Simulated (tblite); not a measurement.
Compound: C5H8PS (charge +1).
Atom-mapped SMILES: `[CH3:1][PH2+:2][c:3]1[cH:4][cH:5][cH:6][s:7]1` (hydrogens: H8, H9, H10 on C1; H11, H12 on P2; H13 on C4; H14 on C5; H15 on C6)
Bond orders are those of one Lewis drawing.

Computed with GFN2-xTB (tblite), gas phase: L-BFGS steps from a force-field or distance-geometry start until the largest atomic force falls under 0.01 eV/Å.

Step 14: E = -546.7665 eV
```
atom  x, y, z in Å  |  force x, y, z in eV/Å
C1     -2.5531    0.5284   -0.2039   -0.035   0.029  -0.013
P2     -1.3512   -0.6998    0.3454   -0.014   0.040  -0.022
C3      0.3306   -0.1656    0.2848   -0.010   0.036   0.037
C4      1.2916   -0.7301   -0.5276    0.008   0.021   0.004
C5      2.5295   -0.0886   -0.4075    0.012   0.016   0.033
C6      2.5049    0.9427    0.4851   -0.039   0.016   0.016
S7      0.9740    1.1695    1.2036   -0.040  -0.012   0.003
H8     -2.1912    1.0239   -1.1069    0.012  -0.036  -0.022
H9     -2.7105    1.2845    0.5678    0.043  -0.013   0.030
H10    -3.5045    0.0398   -0.4197   -0.017   0.011   0.032
H11    -1.4080   -1.8042   -0.4672   -0.045  -0.027  -0.018
H12    -1.7289   -1.1452    1.5952    0.028   0.019   0.014
H13     1.0938   -1.5625   -1.1767    0.051  -0.070  -0.060
H14     3.4049   -0.3767   -0.9561    0.064  -0.012  -0.030
H15     3.3137    1.5918    0.7618   -0.018  -0.017  -0.006
```

Step 15: E = -546.7674 eV
```
atom  x, y, z in Å  |  force x, y, z in eV/Å
C1     -2.5527    0.5283   -0.2029   -0.039   0.036  -0.019
P2     -1.3514   -0.7010    0.3442   -0.002   0.049  -0.024
C3      0.3300   -0.1664    0.2837    0.000   0.011   0.011
C4      1.2918   -0.7315   -0.5284    0.018   0.021  -0.001
C5      2.5296   -0.0884   -0.4068    0.004   0.010   0.030
C6      2.5019    0.9428    0.4866   -0.013   0.002  -0.006
S7      0.9705    1.1690    1.2047   -0.019  -0.034  -0.025
H8     -2.1925    1.0239   -1.1061    0.018  -0.039  -0.040
H9     -2.7091    1.2869    0.5661    0.047  -0.017   0.051
H10    -3.5050    0.0412   -0.4165   -0.027   0.004   0.027
H11    -1.4081   -1.8053   -0.4698   -0.051  -0.018   0.000
H12    -1.7250   -1.1410    1.5966    0.017   0.002   0.014
H13     1.0979   -1.5656   -1.1792    0.046  -0.023  -0.020
H14     3.4061   -0.3765   -0.9562    0.028   0.007   0.001
H15     3.3117    1.5915    0.7620   -0.025  -0.013   0.002
```

Step 16: E = -546.7680 eV
```
atom  x, y, z in Å  |  force x, y, z in eV/Å
C1     -2.5532    0.5289   -0.2026   -0.028   0.029  -0.016
P2     -1.3519   -0.7013    0.3428    0.001   0.035  -0.019
C3      0.3295   -0.1668    0.2831    0.008  -0.019  -0.022
C4      1.2921   -0.7321   -0.5290    0.021   0.009  -0.008
C5      2.5298   -0.0882   -0.4058    0.001  -0.001   0.014
C6      2.4996    0.9431    0.4877    0.004  -0.010  -0.020
S7      0.9676    1.1684    1.2052   -0.001  -0.035  -0.036
H8     -2.1929    1.0231   -1.1063    0.014  -0.036  -0.047
H9     -2.7071    1.2882    0.5659    0.046  -0.014   0.056
H10    -3.5059    0.0422   -0.4138   -0.034   0.005   0.022
H11    -1.4093   -1.8064   -0.4717   -0.052   0.000   0.018
H12    -1.7220   -1.1380    1.5979    0.012  -0.004   0.002
H13     1.1018   -1.5680   -1.1812    0.041   0.021   0.016
H14     3.4073   -0.3762   -0.9562   -0.005   0.023   0.029
H15     3.3102    1.5910    0.7620   -0.027  -0.004   0.011
```

Task: Estimate the geometry and energy of step 17. (The exact step hangs on the optimiser's Hessian estimate; all steps are aligned on step 16, rigid shifts and turns removed.)

Result: E = -546.7688 eV, largest force 0.078 eV/Å
```
atom  x, y, z in Å  |  force x, y, z in eV/Å
C1     -2.5543    0.5301   -0.2026   -0.006   0.013  -0.008
P2     -1.3525   -0.7009    0.3410   -0.002   0.007  -0.007
C3      0.3291   -0.1677    0.2820    0.011  -0.048  -0.057
C4      1.2928   -0.7327   -0.5299    0.020  -0.009  -0.016
C5      2.5303   -0.0880   -0.4045    0.001  -0.012  -0.007
C6      2.4971    0.9433    0.4887    0.020  -0.016  -0.024
S7      0.9644    1.1671    1.2051    0.015  -0.025  -0.038
H8     -2.1931    1.0213   -1.1075    0.000  -0.028  -0.046
H9     -2.7038    1.2893    0.5669    0.041  -0.010   0.046
H10    -3.5078    0.0435   -0.4103   -0.034   0.012   0.018
H11    -1.4120   -1.8077   -0.4734   -0.051   0.021   0.038
H12    -1.7184   -1.1346    1.5992    0.008  -0.006  -0.018
H13     1.1071   -1.5702   -1.1832    0.030   0.056   0.045
H14     3.4087   -0.3754   -0.9557   -0.031   0.035   0.052
H15     3.3080    1.5904    0.7622   -0.023   0.011   0.023
```

The energy changes by -0.0008 eV. The first-order estimate −F·Δx gives -0.0010 eV and the mean of the old and new forces, exact on a quadratic surface, -0.0008 eV. The step makes an angle of 59° with the force vector and moves no atom by more than 0.006 Å.
